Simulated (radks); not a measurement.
Q: These are the eigenvalues of the occupied orbitals of an atom or ion with whole-number occupations (eV). Method: non-relativistic Kohn-Sham, BLYP, spin-polarised, spherical densities, point nucleus; computed with a radial shooting solver on a logarithmic mesh with Libxc functionals.

1s up: -4458.697
1s down: -4447.879
2s up: -840.5269
2s down: -820.4838
2p up: -782.3717

Which element is it, and in what charge state? The configuration may be excited. Open shells, if any, are filled with parallel spins first.

A: Z = 20, calcium, charge +13: Ca13+ in [He] 2s2 2p3. The list shows which subshells hold electrons but not how many an open one holds; the 1s level, -163.85 hartree, gives Z - s = 18.1 by -(Z - s)^2/2, which with screening narrows Z to a few neighbours, and the depths of the outer levels then fix element, charge and occupations together.
